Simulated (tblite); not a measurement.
Compound: C5H4FP.
SMILES: `FC1=CC=PC=C1`

Computed values, GFN2-xTB/tblite, gas phase, harmonic and unscaled. Errors from tens to a few hundred cm⁻¹ against measured bands are possible.

Harmonic wavenumbers (cm⁻¹): 163.8, 320.0, 360.8, 382.0, 385.3, 541.1, 563.3, 704.1, 767.5, 817.2, 822.4, 829.0, 901.6, 912.4, 957.6, 1145.8, 1164.0, 1213.4, 1262.2, 1365.0, 1387.0, 1507.5, 1562.4, 3047.2, 3049.6, 3074.7, 3075.7.

A = 5132, B = 1769, C = 1315 MHz; mass 114.003 u (most abundant isotopes); point group C2v, symmetry number 2.

Zero-point energy?

½Σν̃ = 16141 cm⁻¹ = 193.09 kJ/mol.

Give the ideal-gas entropy at 298.15 K and 1 bar in the rigid-rotor, harmonic-oscillator model (classical rotation).

Translation 167.92, rotation 110.09, vibration 40.93: S = 318.9 J/(mol K).

And Cp and H(298.15 K) − H(0)?

Cp = 101.59 J/(mol K), of which vibrations give 68.33 (their classical limit is 27 R = 224.5); H(298.15 K) − H(0) = 17.93 kJ/mol without the zero-point energy, 8.01 from vibrations.

Which modes carry the vibrational entropy at 298.15 K?

163.8 cm⁻¹: 10.48; 320.0 cm⁻¹: 5.48; 360.8 cm⁻¹: 4.68; 382.0 cm⁻¹: 4.31; 385.3 cm⁻¹: 4.26; 541.1 cm⁻¹: 2.36 J/(mol K); the other 21 give 9.36 together.

What must be added to the electronic energy to get the Gibbs energy at 298.15 K and 1 bar?

ZPE + [H(298.15 K) − H(0)] − T·S = 193.09 + 17.93 − 95.09 = 115.93 kJ/mol.

How do the functions run with temperature in this model?

```csv
T (K),S (J/(mol K)),Cp (J/(mol K)),H − H(0) (kJ/mol),G − H(0) (kJ/mol),ln q(vib)
150,266.1,57.4,6.17,-33.76,0.38
250,302.3,87.2,13.38,-62.21,1.19
400,352.7,128.8,29.70,-111.39,2.88
600,412.8,166.9,59.59,-188.09,5.47
900,487.2,199.2,115.00,-323.52,9.38
```

q(vib) and H(0) count from the zero-point level.

Hindered rotation and anharmonicity are outside this model.
